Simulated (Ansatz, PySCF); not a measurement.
H3GeN, singlet, at a GFN2-xTB geometry, atoms displaced at random by about 0.08 Å a coordinate. Base run: R2SCAN/6-31G, gradient run with PySCF.

PySCF was given this input:
```python
from pyscf import gto, scf, dft

mol = gto.M(
    atom='''
Ge   -0.185983    0.337871    0.306136
H    -0.393916    1.317741   -0.812251
N     0.579488   -0.831839   -1.069123
H     0.438072   -0.640951   -1.811774
H     0.864363   -1.877649   -0.697433
''',
    basis='6-31g',
    charge=0,
    spin=0,
    verbose=4,
)

mf = dft.RKS(mol)
mf.xc = 'r2scan'
mf.kernel()
g = mf.nuc_grad_method()
grad = g.kernel()
```

Programs used: Ansatz (a program for electronic structure), PySCF; a row that names a program was run with it.

The coordinate followed is x of atom 5.

The base run was repeated with changes; each row names its change, and settings that it needs were set with it.

| change | dE/dx (Eh/bohr) | net force (Eh/bohr) |
|---|---|---|
| base | 0.018274 | 0.000203 |
| grids.level = 1; grid_response = on | 0.018270 | 0.000000 |
| code = ansatz | 0.018272 | 0.000000 |
| finite difference step (bohr) = 0.05; conv_tol = 1e-11 | 0.018285 | - |
| grid_response = on | 0.018273 | 0.000000 |
| conv_tol = 1e-4 | 0.018266 | 0.000203 |
| finite difference step (bohr) = 0.2; conv_tol = 1e-11 | 0.018458 | - |
| grids.level = 5; grid_response = off | 0.018275 | 0.000134 |
| grids.level = 1; grid_response = off | 0.018254 | 0.005324 |
| density fitting = on; auxbasis_response = off | 0.018269 | 0.000490 |
| grids.level = 5; grid_response = on | 0.018275 | 0.000000 |
| grids.level = 0; grid_response = off | 0.018100 | 0.040983 |

The net force is zero for an exact gradient.
